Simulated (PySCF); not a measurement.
# Computed vibrations of [LaF4]−

[LaF4]− (singlet). PySCF 2.14.0, RKS PBE0, La def2-SVP with ECP46, F def2-SVP; non-relativistic Hamiltonian with scalar-relativistic core potentials where named; density fitting; no spin-orbit coupling. Central differences of gradients.

```xyz
5

La    0.0000    0.0000    0.0000
F     1.2753    1.2753    1.2753
F    -1.2753   -1.2753    1.2753
F     1.2753   -1.2753   -1.2753
F    -1.2753    1.2753   -1.2753
```

Run from Python with OMP_NUM_THREADS=2. Where DIIS fails, smearing, a level shift and second-order steps follow.
It took 7.4 s on 2 threads of Arm Neoverse V2, on a shared host.

(1) What are the harmonic wavenumbers and infrared intensities?

(2) Is this a minimum?

Answers

(1) Modes are labelled in Td; negative numbers are unstable modes, those under 60 cm⁻¹ near the noise; a finer grid moves soft modes by up to 10 cm⁻¹.
```
cm⁻¹  km/mol  symmetry
 108     0.0         e
 108     0.0         e
 118    36.6        t2
 118    36.6        t2
 118    36.6        t2
 499   162.8        t2
 499   162.8        t2
 499   162.8        t2
 512     0.0        a1
```

(2) Yes. Ideal gas at 298.15 K and 1 bar: S = 350.2 J/(mol K), Cp = 94.6 J/(mol K), H − H(0 K) = 21.5 kJ/mol (rigid rotor, harmonic modes, spin degeneracy alone).
